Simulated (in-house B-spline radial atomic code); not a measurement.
Response and correlation along the 38-electron series, closed shell [Kr] 5s2; the second-order energy is extrapolated in partial waves. Computed with an all-electron radial atomic-structure program (B-spline basis): relativistic RPA and second-order many-body perturbation theory on Dirac-Hartree-Fock.

Not the ground configuration for some members.

| ion | Z | dipole polarisability (bohr³) | quadrupole polarisability (bohr⁵) | ratio of RPA to uncoupled dipole | second order correlation energy (Eh) | C6 of two such ions (Eh bohr⁶) |
| --- | --- | --- | --- | --- | --- | --- |
| Sr | 38 | 232.61 | 5421.07 | 1.4825 | -1.9956 | 4052.39 |
| Zr2+ | 40 | 48.838 | 45.386 | 1.2367 | -2.0587 | 420.65 |
| Nb3+ | 41 | 30.619 | 84.202 | 1.1825 | -2.0898 | 212.41 |
